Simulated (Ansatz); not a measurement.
## Reading a saddle point

A first-order saddle point of SiH$_{4}$SO$_{3}$, singlet, PBE0-D4/def2-TZVP, with one imaginary mode of 495i cm⁻¹:

```tsv
atom	x (Å)	y (Å)	z (Å)
Si1	-0.4087	-0.3631	-0.0624
S2	1.4854	0.9362	0.7941
O3	-0.0502	-1.4547	0.9621
H4	1.2017	-0.3488	1.3339
O5	-1.7060	0.6142	0.0674
O6	-0.0785	-0.4748	-1.6470
H7	2.3184	0.4313	-0.1319
H8	-2.1614	0.5769	0.9116
H9	-0.6008	0.0830	-2.2279
```

Computed with Ansatz 0.2.0 (basis: def2-TZVPP and def2-QZVPP); correlated methods freeze the cores. Extrapolation: Hartree–Fock as exp(−7.88 √X), correlation as X^−2.97.

Which contacts change along the imaginary mode, and what lies on either side? (A judgement: the text doesn't fix the answer.)

The calculation gives: The step is SiH₄SO₃ ([OH][Si]([OH])([OH])[SH]) → SiH₂O₃ ([O][Si]([OH])[OH]) + H₂S (still joined by a long Si–S bond), with the molecules in contact on both sides. Shortening one way: S2–H4; lengthening the same way: Si1–S2, O3–H4.
```
  pair  one side (Å)  saddle (Å)  other side (Å)
 S2–H4          3.29        1.42            1.34
Si1–S2          2.13        2.45            2.49
 O3–H4          0.96        1.71            2.87
```

Which side is lower, and how far does the saddle lie above each? (An estimate is asked for; the value comes from the calculation.)

Computed: The side with Si1–S2, O3–H4 short is lower by 2.018 eV; the saddle lies 2.183 eV above it and 0.166 eV above the other (CCSD(T) at an estimated basis limit (MP2 extrapolated from triple and quadruple zeta, plus CCSD(T) − MP2 in triple zeta); electronic energies).

T1 diagnostic: at most 0.015.

Labels in which every atom is bracketed show which atoms are joined, not bond orders.

For scale, one of the runs: CCSD(T)/def2-TZVPP, 233 basis functions, launched by `ansatz run in.yaml --threads 4 --pin off --events-out ev --progress --plain --max-ram 9574MiB`. The run took 2.4 min on 4 CPU threads of an Intel Xeon (shared host), with 4.1 GiB of host memory at its peak.
